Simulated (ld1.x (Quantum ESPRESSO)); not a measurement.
**Scattering properties, TM potential for chromium (Cr)**

- Element: chromium (Cr)
- Generator: ld1.x (Quantum ESPRESSO) 7.5
- Type: norm-conserving Troullier–Martins (Kleinman–Bylander form)
- Functional: LDA (PZ)
- Relativity: scalar-relativistic
- Frozen core: [Ne] 3s2
- Valence charge: 12
- Reference configuration: 3p6 3d5 4s1 4p0
- Partial waves: 4s (bound): rc 2.65 bohr; 3d (bound): rc 1.30 bohr; 3p (bound): rc 1.25 bohr
- Local potential: the p channel
- Core correction: Bessel-smoothed model core inside 1.25 bohr

The phase is arctan(r·u′/u) with u = r·R(r), unwrapped; energies in Ry, scanned from -5 to 5 Ry. A pole is an energy at which the radial function vanishes at the test radius. The pseudo phase is shifted by a multiple of π to meet the all-electron one at the reference energy, and phase errors are pseudo minus all-electron; the curves can meet again beyond the range given. Levels narrower than the energy grid can be missing from the lists of poles.

```csv
channel,radius (bohr),reference energy (Ry),"poles, all-electron","poles, pseudo",unbroken range about the reference energy with phases within 0.05 rad,phase error 1 Ry above the reference energy (rad)
s,2.90,-0.31,1.24,1.18,below 2.3,-0.006
p,2.90,-3.33,"-3.32, 2.07","-3.32, 2.04",below 4.3,-0.000
d,2.90,-0.23,"-0.08, 3.53","-0.08, 3.56",the whole range,+0.002
```

Note: ghost state, extra bound levels that the all-electron valence spectrum of the same l lacks: s at -70.3 eV. A true bound ghost makes a file unfit for plane-wave use.

Phases in the p channel:

```
E (Ry)  all-electron  pseudo
 -5.00         1.409   1.409
 -4.48         1.398   1.398
 -3.96         1.383   1.383
 -3.44         1.329   1.329
 -2.92        -1.774  -1.774
 -2.40        -1.804  -1.804
 -1.88        -1.841  -1.841
 -1.36        -1.897  -1.897
 -0.84        -1.999  -2.000
 -0.32        -2.247  -2.250
  0.20        -3.159  -3.177
  0.72        -4.240  -4.249
  1.24        -4.541  -4.546
  1.76        -4.664  -4.668
  2.28        -4.739  -4.744
  2.80        -4.801  -4.807
  3.32        -4.868  -4.876
  3.84        -4.963  -4.981
  4.36        -5.162  -5.214
  4.88        -5.877  -6.128
```
